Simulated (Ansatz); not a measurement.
`O[Si](F)(Cl)Cl` → `Cl[Si]Cl` + `OF` at 298.15 K and 1 bar (silylene formation by 1,1-elimination).

Calculated with Ansatz (gas phase, PBE0-D4/def2-TZVP geometries, no zero-point term in ΔE). CCSD(T)/CBS is the MP2 limit (def2-TZVPP, def2-QZVPP) plus CCSD(T) − MP2 in def2-TZVPP, frozen cores. This one scheme is used for every species. One conformer a species, not always the lowest.

| species | CCSD(T)/CBS energy (Eh) | H − E (kJ/mol) | S (J/(mol·K)) |
| --- | --- | --- | --- |
| `O[Si](F)(Cl)Cl` | -1384.43664 | 74.5 | 340.5 |
| `Cl[Si]Cl` | -1208.69388 | 19.9 | 281.9 |
| `OF` | -175.42775 | 47.4 | 226.1 |

H − E and S are ideal-gas, rigid-rotor, harmonic terms from PBE0-D4/def2-TZVP, for one conformer and one mirror image of each species. 1 Eh = 2625.50 kJ/mol, R = 8.31446 J/(mol·K).

**Question.** By hand: ΔE, ΔH, ΔS and ΔG.

**Answer.** ΔE = (-1208.69388) + (-175.42775) − (-1384.43664) = 0.31501 Eh = 827.1 kJ/mol. Δ(H − E) = 19.9 + 47.4 − 74.5 = -7.2, so ΔH = 819.9 kJ/mol. ΔS = 281.9 + 226.1 − 340.5 = 167.5 J/(mol·K). ΔG = 819.9 − 298.15 × (167.5)/1000 = 770.0 kJ/mol.

**Question.** By hand: the equilibrium constant, and the temperature at which ΔG would vanish if ΔH and ΔS stayed fixed.

**Answer.** log₁₀ K = −ΔG/(RT ln 10) = -134.9. ΔG = 0 at ΔH/ΔS = 4895 K, far beyond where these terms or the molecules hold.

The number of gas molecules changes by +1, which sets the sign of ΔS. A doubt of 5 kJ/mol in ΔE shifts log₁₀ K by 0.9 here. Other conformers and mirror images would add mixing entropy, several J/(mol·K) or more a flexible species. These are equilibria of isolated gas molecules and say nothing of rates. Largest T1 diagnostic: 0.013 (customary marks: 0.02 for closed shells, 0.045 for open ones).
